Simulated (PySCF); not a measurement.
Calculation: PySCF with B3LYP-D3(BJ)/def2-TZVP // BP86-D3(BJ)/def2-SVP. Gas-phase values, no solvent. One relaxed conformer stands for a flexible species; it need not be the lowest. B3LYP has the VWN-RPA correlation part, as in Gaussian. 

Reference species: [Ti(NH2)4] (neutral, multiplicity 1).

```json
{
  "charge on the central atom (Mulliken)": "1.61 e",
  "HOMO": "-6.55 eV",
  "coordination_number": "4"
}
```

Changed species: [W(=O)2(NH2)2] (M = W, dioxo; the reference has M = Ti).

### Question
Give the shifts of the charge on the central atom (Mulliken), HOMO and coordination number.

### Answer
the charge on the central atom (Mulliken) decreases by 0.17 e, to 1.44 e; the HOMO decreases by 1.03 eV, to -7.58 eV; the coordination number is nearly the same.
